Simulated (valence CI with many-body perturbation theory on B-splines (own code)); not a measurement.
# Fe21+: calculated level list

Method: relativistic CI+MBPT: three valence electrons over a frozen Dirac-Fock core [He], a basis of 11 s, 11 p, 9 d, 7 f, 5 g, 2 h, 1 i functions for each j, with the one-electron correlation potential Σ1, the two-electron term Σ2, the three-electron term Σ3, Breit, model QED; selected CI, second order for the rest (own B-spline code, finite nucleus).

No measured spectrum was set against this ion. As an estimate, levels of excited configurations hold to 0.05 to 0.15 % of their energy, terms of the ground configuration to about 0.5 %.

Levels 1 to 45 of 86, with energies above the lowest level, 2s²2p ²P°_1/2. "Leading %" is the weight of the configuration and term that name the level; weights of strongly mixed levels are sums over their largest components and can fall short. In the jj column 3d3/2^4 stands for four electrons in 3d with j = 3/2.

```csv
No.,Configuration,Term,J,E (eV),Leading %,Second component,Leading jj
1,2s²2p,²P°,1/2,0.0,98,,2s^2 2p1/2 (98 %)
2,2s²2p,²P°,3/2,14.7,97,,2s^2 2p3/2 (97 %)
3,2s2p²,⁴P,1/2,50.1,96,,2s 2p1/2^2 (62 %)
4,2s2p²,⁴P,3/2,57.0,99,,2s 2p1/2 2p3/2 (94 %)
5,2s2p²,⁴P,5/2,63.6,94,6 % 2s2p² ²D,2s 2p1/2 2p3/2 (57 %)
6,2s2p²,²D,3/2,91.3,95,5 % 2s2p² ²P,2s 2p1/2 2p3/2 (82 %)
7,2s2p²,²D,5/2,94.1,94,6 % 2s2p² ⁴P,2s 2p3/2^2 (57 %)
8,2s2p²,²P,1/2,105.9,61,37 % 2s2p² ²S,2s 2p1/2 2p3/2 (53 %)
9,2s2p²,²S,1/2,121.3,60,39 % 2s2p² ²P,2s 2p3/2^2 (79 %)
10,2s2p²,²P,3/2,123.1,95,5 % 2s2p² ²D,2s 2p3/2^2 (76 %)
11,2p³,⁴S°,3/2,155.7,90,7 % 2p³ ²P°,2p1/2^2 2p3/2 (51 %)
12,2p³,²D°,3/2,173.1,82,12 % 2p³ ²P°,2p1/2 2p3/2^2 (61 %)
13,2p³,²D°,5/2,176.8,100,,2p1/2 2p3/2^2 (100 %)
14,2p³,²P°,1/2,194.6,98,,2p1/2 2p3/2^2 (98 %)
15,2p³,²P°,3/2,201.8,79,16 % 2p³ ²D°,2p3/2^3 (86 %)
16,2s²3s,²S,1/2,1006.6,95,,2s^2 3s (95 %)
17,2s²3p,²P°,1/2,1028.8,92,,2s^2 3p1/2 (92 %)
18,2s²3p,²P°,3/2,1033.0,92,,2s^2 3p3/2 (92 %)
19,2s2p3s,⁴P°,1/2,1051.1,96,,2s 2p1/2 3s (94 %)
20,2s²3d,²D,3/2,1053.3,95,,2s^2 3d3/2 (95 %)
21,2s²3d,²D,5/2,1054.5,95,,2s^2 3d5/2 (95 %)
22,2s2p3s,⁴P°,3/2,1054.9,91,7 % 2s2p3s ²P°,2s 2p1/2 3s (75 %)
23,2s2p3s,²P°,1/2,1063.5,94,,2s 2p1/2 3s (81 %)
24,2s2p3s,⁴P°,5/2,1065.2,98,,2s 2p3/2 3s (98 %)
25,2s2p3p,⁴D,1/2,1070.7,75,21 % 2s2p3p ²P,2s 2p1/2 3p1/2 (96 %)
26,2s2p3p,⁴D,3/2,1074.0,74,18 % 2s2p3p ²P,2s 2p1/2 3p1/2 (73 %)
27,2s2p3s,²P°,3/2,1074.4,90,6 % 2s2p3s ⁴P°,2s 2p3/2 3s (92 %)
28,2s2p3p,²P,3/2,1078.7,31,24 % 2s2p3p ⁴S,2s 2p1/2 3p3/2 (82 %)
29,2s2p3p,²P,1/2,1079.8,66,22 % 2s2p3p ⁴D,2s 2p1/2 3p3/2 (62 %)
30,2s2p3p,⁴D,5/2,1080.2,89,7 % 2s2p3p ⁴P,2s 2p1/2 3p3/2 (66 %)
31,2s2p3p,⁴P,1/2,1083.2,90,6 % 2s2p3p ²S,2s 2p1/2 3p1/2 (68 %)
32,2s2p3p,²D,3/2,1085.1,40,31 % 2s2p3p ⁴S,2s 2p1/2 3p3/2 (73 %)
33,2s2p3p,⁴D,7/2,1089.6,100,,2s 2p3/2 3p3/2 (100 %)
34,2s2p3p,⁴P,3/2,1090.5,43,26 % 2s2p3p ²D,2s 2p3/2 3p1/2 (75 %)
35,2s2p3p,⁴P,5/2,1092.6,66,24 % 2s2p3p ²D,2s 2p3/2 3p1/2 (71 %)
36,2s2p3d,⁴F°,3/2,1092.7,88,6 % 2s2p3d ²D°,2s 2p1/2 3d3/2 (93 %)
37,2s2p3p,⁴S,3/2,1092.8,39,23 % 2s2p3p ⁴P,2s 2p3/2 3p3/2 (75 %)
38,2s2p3d,⁴F°,5/2,1095.1,85,11 % 2s2p3d ⁴D°,2s 2p1/2 3d3/2 (46 %)
39,2s2p3p,²D,5/2,1098.5,73,25 % 2s2p3p ⁴P,2s 2p3/2 3p3/2 (87 %)
40,2s2p3d,⁴F°,7/2,1098.9,79,17 % 2s2p3d ⁴D°,2s 2p1/2 3d5/2 (69 %)
41,2s2p3d,⁴P°,5/2,1100.1,45,26 % 2s2p3d ²D°,2s 2p1/2 3d5/2 (74 %)
42,2s2p3d,⁴D°,3/2,1101.3,57,24 % 2s2p3d ⁴P°,2s 2p1/2 3d5/2 (41 %)
43,2s2p3d,⁴D°,1/2,1101.6,70,17 % 2s2p3s ²P°,2s 2p1/2 3d3/2 (60 %)
44,2s2p3s,²P°,1/2,1102.1,76,17 % 2s2p3d ⁴D°,2s 2p3/2 3s (62 %)
45,2s2p3p,²S,1/2,1102.2,85,7 % 2s2p3p ²P,2s 2p3/2 3p3/2 (82 %)
```

Names give the largest LS component (configuration and term), which can be under half, so a name can repeat, a term be missing and a line seem to break the LS rules; names also repeat where a configuration has a term twice.

Where two levels of one J and parity lie close, their mixing, g and order are uncertain.

The ionisation energy to 2s² ¹S0 of the next ion comes out as 1798.7 eV (NIST: 1798.4 ± 0.8 eV (semi-empirical)). All 86 levels together are meant to be complete up to 1173.5 eV.
